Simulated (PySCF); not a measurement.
This PySCF input asks for the NMR shieldings of `C[C@@H]1[C@@H](F)CCP1C`, C₆H₁₂FP; the geometry comes from GFN2-xTB.

```python
import basis_set_exchange as bse
import numpy as np
from pyscf import gto, dft
from pyscf.prop import nmr

atoms = """
C    -1.467470   -1.502668   -1.036030
C    -0.519680   -0.864493   -0.025315
C    -1.084175    0.442253    0.527651
F    -0.565293    0.673954    1.791989
C    -0.667041    1.577507   -0.395528
C     0.816736    1.389423   -0.697795
P     1.134726   -0.454948   -0.841478
C     2.219492   -0.668272    0.643503
H    -1.026168   -2.416911   -1.426941
H    -2.423133   -1.748306   -0.574905
H    -1.648909   -0.831476   -1.873275
H    -0.349201   -1.562992    0.800044
H    -2.172146    0.396029    0.663750
H    -1.258890    1.511648   -1.309097
H    -0.858446    2.543023    0.074864
H     1.099295    1.892231   -1.623717
H     1.429044    1.792221    0.111237
H     1.780908   -0.206214    1.525965
H     2.366412   -1.733098    0.818548
H     3.188790   -0.218233    0.433797
"""
names = dict.fromkeys(["C", "F", "P", "H"], "pcSseg-1")
basis = {el: gto.basis.parse(bse.get_basis(n, elements=[el], fmt="nwchem")) for el, n in names.items()}
mol = gto.M(atom=atoms, basis=basis, charge=0, verbose=0)
mf = dft.RKS(mol, xc="PBE0")
mf.grids.level = 2
mf.grids.alignment = dft.numint.BLKSIZE   # the property module wants whole blocks of grid points
mf.conv_tol = 1e-9
mf.kernel()

calc = nmr.RKS(mf)   # GIAO
C = mf.mo_coeff
Co = C[:, mf.mo_occ > 0]
resp = mf.gen_response(singlet=True, hermi=2)
def vind(x):   # induced exchange potential for any number of trial vectors
    d = np.einsum("pi,xij,qj->xpq", C, 2 * x.reshape(-1, C.shape[1], Co.shape[1]), Co, optimize=True)
    return np.einsum("xpq,pi,qj->xij", resp(d - d.transpose(0, 2, 1)), C, Co, optimize=True).ravel()
mo1, _ = nmr.rhf.solve_mo1(calc, with_cphf=vind)
sigma = calc.kernel(mo1)
for i, s in enumerate(sigma):   # ppm
    print("%2d %-2s %9.2f" % (i, mol.atom_pure_symbol(i), np.trace(s) / 3))
```

**Question.** Give the expected output.

**Answer.** 
```
 0 C     165.26
 1 C     138.55
 2 C      80.36
 3 F     364.79
 4 C     149.71
 5 C     156.60
 6 P     357.00
 7 C     168.07
 8 H      30.34
 9 H      30.48
10 H      31.21
11 H      29.66
12 H      26.67
13 H      30.03
14 H      29.18
15 H      29.55
16 H      30.08
17 H      30.04
18 H      30.63
19 H      30.80
```

These numbers come from an equivalent density-fitted implementation of the same equations, which agrees with the script to about 0.01 ppm for H and up to a few tenths of a ppm for heavy atoms, so last digits may differ.

Size and cost of the density-fitted run: 203 basis functions, 36 s wall time on 1 thread of an Arm Neoverse V2, shared host; peak memory 0.9 GiB.
